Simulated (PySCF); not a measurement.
**UHF on Cu (copper, neutral)**

Configuration: [Ar] 3d9 4s2, 2D determinant (an excited configuration). Calculation: PySCF 2.14, in aug-cc-pVQZ-PP with ECP10MDF (7s7p6d4f3g2h, 135 functions); a scalar-relativistic core potential.

```json
{"Total energy": "-196.186758 hartree", "One-electron energy": "-352.4620 hartree", "Hartree (Coulomb) energy": "174.0635 hartree", "Exchange energy": "-17.7883 hartree", "⟨S²⟩": "0.7523", "⟨L²⟩": "6.018", "Sum of ⟨r⟩": "20.12 bohr", "Sum of ⟨r²⟩": "35.26 bohr²", "Traceless quadrupole moment −½Σ⟨3z² − r²⟩ along its main axis": "-0.163 e·bohr²", "Time after the integrals": "roughly 6 core-seconds"}
```

```csv
shell,electrons,mean orbital energy (eV),spread (eV),"rms radius, mean of both spins (bohr)"
3s α,1,-150.25,0,0.763
3s β,1,-147.00,0,0.763
3p α,3,-101.20,2.480,0.811
3p β,3,-97.353,1.996,0.811
3d α,5,-20.453,2.864,1.06
3d β,4,-18.770,2.228,1.06
4s α,1,-8.020,0,3.17
4s β,1,-7.784,0,3.17
```

Energies and moments cover only the electrons outside the core potential.
